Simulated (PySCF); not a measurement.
Job file and geometry (Å, from GFN2-xTB) of an NMR shielding run on SMILES B[C@H](C#C)[SiH2]C[SiH3], C4H11BSi2, PySCF 2.14.0, density-fitted response routines, GIAO PBE0/pcSseg-1 NMR shielding, non-relativistic, gas phase; density fitting, a coarse starting grid and PySCF grid level 2 are the driver's defaults:

```
$ OMP_NUM_THREADS=1 python probes_run.py task.json out

{"job": {"kind": "nmr", "xc": "PBE0", "basis": "pcSseg-1"}, "charge": 0, "multiplicity": 1}
B      1.422100    -2.231186     0.837049
C      0.712872    -1.149707    -0.006298
C      1.545877    -0.329185    -0.844478
C      2.242263     0.354194    -1.540411
Si    -0.091465     0.005399     1.327332
C     -0.881419     1.469587     0.413743
Si    -2.102728     1.036759    -0.979321
H      0.807850    -3.146969     1.231024
H      2.551158    -2.119396     1.123360
H     -0.127019    -1.526035    -0.596753
H      2.859128     0.932471    -2.160820
H      0.921868     0.487148     2.276454
H     -1.110055    -0.755800     2.063826
H     -0.089649     2.089556    -0.006828
H     -1.390804     2.088037     1.151651
H     -1.392292     0.441260    -2.112116
H     -3.112747     0.099743    -0.476196
H     -2.773696     2.260441    -1.429605
```

Problem. What does the program print?

Solution. 
```
coarse grid: 15504 points
cycle   1  E = -762.1701093329  dE =  4.316e-01  |g| = 4.637e-01  |ddm| = 3.875e+00
cycle   2  E = -762.1677605716  dE =  2.349e-03  |g| = 4.656e-01  |ddm| = 1.002e+00
cycle   3  E = -762.2251941665  dE = -5.743e-02  |g| = 6.449e-02  |ddm| = 5.228e-01
cycle   4  E = -762.2262297601  dE = -1.036e-03  |g| = 2.620e-02  |ddm| = 9.340e-02
cycle   5  E = -762.2263858198  dE = -1.561e-04  |g| = 1.245e-02  |ddm| = 3.212e-02
cycle   6  E = -762.2264198931  dE = -3.407e-05  |g| = 4.169e-03  |ddm| = 1.220e-02
cycle   7  E = -762.2264243272  dE = -4.434e-06  |g| = 5.824e-04  |ddm| = 3.937e-03
final grid: 138984 points
cycle   8  E = -762.2662590651  dE = -3.397e-05  |g| = 6.140e-03  |ddm| = 4.873e-02
cycle   9  E = -762.2662544909  dE =  4.574e-06  |g| = 7.439e-03  |ddm| = 1.385e-02
cycle  10  E = -762.2662687276  dE = -1.424e-05  |g| = 1.569e-03  |ddm| = 7.410e-03
cycle  11  E = -762.2662692921  dE = -5.644e-07  |g| = 4.401e-04  |ddm| = 1.366e-03
cycle  12  E = -762.2662693376  dE = -4.558e-08  |g| = 1.118e-04  |ddm| = 3.973e-04
cycle  13  E = -762.2662693411  dE = -3.413e-09  |g| = 2.611e-05  |ddm| = 1.383e-04
cycle  14  E = -762.2662693412  dE = -1.571e-10  |g| = 7.519e-06  |ddm| = 3.228e-05
converged SCF energy = -762.2662693412

GIAO shielding tensors (ppm)
atom      isotropic    diamagn.    paramagn.     s11        s22        s33       span
  0 B       19.498     190.266    -170.768    -51.265    -17.954    127.714    178.979
  1 C      154.817     255.767    -100.950    118.213    163.102    183.136     64.923
  2 C       98.550     261.955    -163.405     -5.399      6.565    294.484    299.883
  3 C      110.937     259.456    -148.519     40.475     48.534    243.802    203.327
  4 Si     403.706     880.894    -477.187    377.837    406.919    426.363     48.527
  5 C      201.480     258.042     -56.561    196.607    197.151    210.683     14.076
  6 Si     424.772     879.831    -455.059    400.704    405.365    468.248     67.544
  7 H       24.350      28.817      -4.467     17.597     26.765     28.690     11.093
  8 H       24.248      28.516      -4.268     16.915     27.329     28.500     11.585
  9 H       28.373      32.109      -3.736     25.383     27.263     32.473      7.090
 10 H       30.006      35.160      -5.153     24.709     25.368     39.942     15.233
 11 H       27.483      29.715      -2.232     23.483     25.598     33.368      9.885
 12 H       27.507      30.243      -2.736     23.961     25.482     33.079      9.118
 13 H       31.152      33.153      -2.001     26.303     28.508     38.646     12.343
 14 H       31.865      30.326       1.539     25.990     28.693     40.912     14.922
 15 H       27.520      29.933      -2.413     23.475     27.410     31.675      8.200
 16 H       27.806      29.286      -1.480     24.280     25.976     33.163      8.883
 17 H       27.561      28.608      -1.047     23.906     25.127     33.651      9.745
```

Size and cost of the density-fitted run: 188 basis functions, 32 s wall time on 1 thread of an Arm Neoverse V1, shared host; peak memory 0.89 GiB.
